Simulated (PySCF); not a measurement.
Species: MgI₂.
Bonds: Mg1–I2, Mg1–I3.

Computed by this run: PBE0-D3(BJ)/def2-SVP geometry optimisation, gas phase, def2 core potentials past Kr in PySCF; density fitting, grid level 1; the optimiser is geomeTRIC in internal coordinates, started from a GFN2-xTB structure with every atom displaced at random (about 0.03 Å).

Step 0: E = -21646.0082 eV
```
atom  x, y, z in Å  |  force x, y, z in eV/Å
Mg1     0.0535   -0.0812    0.0124   -0.084   0.073  -0.409
I2     -0.0300   -0.0322    2.5846    0.035  -0.029  -0.244
I3     -0.0399    0.0161   -2.6169    0.049  -0.044   0.653
```

**Question.** Estimate the geometry and energy of step 1. (The exact step hangs on the optimiser's Hessian estimate; all steps are aligned on step 0, rigid shifts and turns removed.)

**Answer.** E = -21646.0423 eV, largest force 0.085 eV/Å
```
atom  x, y, z in Å  |  force x, y, z in eV/Å
Mg1     0.0433   -0.0726   -0.0087   -0.046   0.038   0.043
I2     -0.0253   -0.0356    2.5322    0.022  -0.019   0.036
I3     -0.0344    0.0110   -2.5434    0.024  -0.018  -0.079
```

The energy changes by -0.0341 eV. The first-order estimate −F·Δx gives -0.0717 eV and the mean of the old and new forces, exact on a quadratic surface, -0.0321 eV. The step makes an angle of 22° with the force vector and moves no atom by more than 0.074 Å.

What follows is the cost of the whole optimisation. On Arm Neoverse V1, one thread, no GPU (shared host), this took 17 s of wall time and 0.29 GiB of memory at its peak.
